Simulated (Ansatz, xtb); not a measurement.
## Two isomers of C4H6FNSe

We compare I, `N#C[C@H]([SeH])CCF`, a singlet, with II, `N#C[C@H](CF)C[SeH]`, a singlet. Both are isolated molecules in the gas phase, relaxed with B3LYP/def2-SVP; each stands in its lowest conformer found.

Energies in hartree; the thermal terms are from GFN2-xTB frequencies at re-optimised GFN2-xTB minima (ideal gas, soft modes damped towards free rotors, one conformer each, 298.15 K, 1 atm) and include the zero-point energy:

```
                               I            II
E, CCSD(T)/def2-SVP  −2709.338737  −2709.338574
    E, MP2/def2-SVP  −2709.258478  −2709.258014
  E, MP2/def2-TZVPP  −2710.169816  −2710.169562
  zero-point energy      0.089416      0.089330
       H(298 K) − E      0.099075      0.098848
       G(298 K) − E      0.054379      0.054519
```

Correct the CCSD(T) difference for the basis set by the MP2 change, then work out ΔE, ΔE₀, ΔH and ΔG for I → II in kJ/mol (1 Eh = 2625.50 kJ/mol) and the equilibrium ratio [II]/[I].

1. Differences II − I: CCSD(T) +0.000163, MP2 in the small set +0.000464, MP2 in the large set +0.000254 Eh.
2. ΔE = +0.000163 + (+0.000254 − (+0.000464)) = −0.000047 Eh = −0.12 kJ/mol.
3. ΔE₀ = ΔE + ΔZPE = −0.000047 + (−0.000086) Eh = −0.35 kJ/mol.
4. ΔH = ΔE + (−0.000227) Eh = −0.72 kJ/mol.
5. ΔG = ΔE + (+0.000140) Eh = +0.24 kJ/mol, so ΔS = (ΔH − ΔG)/T = −3.2 J/(mol K).
6. kT = 0.9442 mEh, so K = [II]/[I] = exp(−ΔG/kT) = exp(−0.10) ≈ 0.91.

The two are too close for this level to say which is favoured. An error of 4 kJ/mol in ΔG would change K by a factor of 5. Mirror images and further conformers aren't counted.

As drawn, both hold the same kinds of bond in the same numbers.

Other levels gave ΔE = +5.9 (GFN2-xTB); −1.6 (HF/STO-3G, GFN2-xTB geometries); +1.0 (r2SCAN-D4/def2-SVP, GFN2-xTB geometries); +2.3 (B3LYP/def2-SVP); −1.3 (HF/def2-SVP); +1.2 (MP2/def2-SVP); +0.4 (CCSD(T)/def2-SVP) kJ/mol. The correlated steps freeze 15 core orbitals; the filled d shell of Se is correlated, in a basis made for valence electrons. Programs: Ansatz 0.2.0, xtb 6.7.1.
